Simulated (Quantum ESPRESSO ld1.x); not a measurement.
Q: Zr3+, 37 electrons, occupied as [Kr] 4d1. All-electron calculation, scalar-relativistic Kohn-Sham, LDA (Slater exchange, Perdew-Wang correlation), spin-polarised, spherical densities, point nucleus; open shells are filled with parallel spins first. Program: ld1.x of Quantum ESPRESSO 7.5. Some entries of the table are withheld. Estimate them.

orbital  occ.  eigenvalue (hartree)  <r> (bohr)  r(max) (bohr)
1s down     1              -655.132     0.03711        0.02417
1s up       1              -655.132     0.03711        0.02417
2s up       1              -91.6835      0.1628         0.1371
2s down     1              -91.6798      0.1628         0.1371
2p up       3              -81.9352      0.1418         0.1095
2p down     3              -81.9324      0.1418         0.1095
3s up       1              -15.8577      0.4593         0.4087
3s down     1              -15.8550      0.4593         0.4087
3p up       3              -12.6826      0.4627         0.4024
3p down     3              -12.6797      0.4627         0.4024
3d up       5              -7.45436      0.4527         0.3466
3d down     5              -7.45035      0.4526         0.3466
4s up       1              -3.01078       1.202          1.073
4s down     1              -2.98850       1.200          1.072
4p up       3              -2.19067       1.342          1.171
4p down     3              -2.16578       1.339          1.169
4d up       1              -1.05598       1.830          1.506
4d down     0              -1.02741       1.832          1.501
5s up       0              -0.90568         (1)          2.654
5s down     0              -0.88260         (2)          2.668
5p up       0                   (3)       3.313          3.062
5p down     0                   (4)       3.362          3.092
5d up       0              -0.42572       4.602          4.318
5d down     0              -0.41782       4.689          4.395
4f up       0              -0.36481       4.083          3.492
4f down     0              -0.35132       4.278          3.692

A: 
(1) 5s up <r> (bohr): 2.869
(2) 5s down <r> (bohr): 2.898
(3) 5p up eigenvalue (hartree): -0.70198
(4) 5p down eigenvalue (hartree): -0.68388
